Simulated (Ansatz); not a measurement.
Born–Oppenheimer molecular dynamics of Cl2GaH (4 atoms, charge 0, multiplicity 1). It starts from a relaxed structure.

These are results of RHF/def2-SVP in Ansatz, not measurements.

```
ensemble                      : NVE (velocity Verlet)
time step                     : 1 fs
steps asked                   : 250
starting velocities drawn for : 200 K
masses                        : H 3.016 u
seed                          : 930293
```

First frame:

```xyz
4
Properties=species:S:1:pos:R:3
Ga 0.000 0.000 0.017
H 0.000 0.000 1.563
Cl 1.817 0.000 -1.125
Cl -1.817 0.000 -1.125
```

Question: How far do the bonds stretch over the last three quarters of this one trajectory? (Pairs bonded in most of those frames.)

Answer: 
```tsv
bond	mean (Å)	spread (Å)	shortest	longest
Ga1–H2	1.549	0.028	1.51	1.59
Ga1–Cl3	2.144	0.019	2.11	2.18
Ga1–Cl4	2.149	0.021	2.12	2.18
```

Mean temperature of the second half: 96 K. The conserved energy stayed within 0.059 meV per atom of its start (net change 0.0045 meV per atom), so the integration is sound. Over the second half the temperature averaged 0.48 of the 200 K drawn at the start: a run that starts near a minimum puts about half its kinetic energy into the potential. A run of 0.25 ps of so small a system gives no equilibrium averages.

Time of the run: 4.1 min on 1 thread of Arm Neoverse V2 (shared host), peak memory 0.14 GiB.
